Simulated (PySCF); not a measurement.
BH3N, SMILES B=[NH2+], charge +1. Atoms are numbered in the order given.

```xyz
5

B      0.0000     0.0000     0.7883
N      0.0000     0.0000    -0.5304
H      0.0000     0.0000     1.9674
H      0.0000     0.8581    -1.0982
H      0.0000    -0.8581    -1.0982
```
Charge +1, spin multiplicity 1.

The structure is a stationary point at PBE-D3(BJ)/def2-TZVP. The isomer is the one that the SMILES or the coordinates give; other isomers of the formula were not compared.

Level of theory: PBE-D3(BJ)/def2-TZVP (PySCF).

No scaling factor is applied to the harmonic values.

Computed vibrational spectrum:
| mode | ν (cm⁻¹) | IR (km/mol) | moving atoms (share of kinetic energy) |
|---|---|---|---|
| 1 | 553 | 3.7 | H 94 % |
| 2 | 642 | 224.3 | H 75 %, N 22 % |
| 3 | 719 | 0.0 | H 77 %, B 22 % |
| 4 | 896 | 63.1 | H 61 %, B 26 %, N 14 % |
| 5 | 1413 | 7.3 | H 76 %, B 21 % |
| 6 | 1568 | 233.5 | N 42 %, H 32 %, B 27 % |
| 7 | 2817 | 7.9 | H 86 %, B 13 % |
| 8 | 3373 | 284.1 | H 95 % |
| 9 | 3434 | 259.3 | H 91 %, N 9 % |
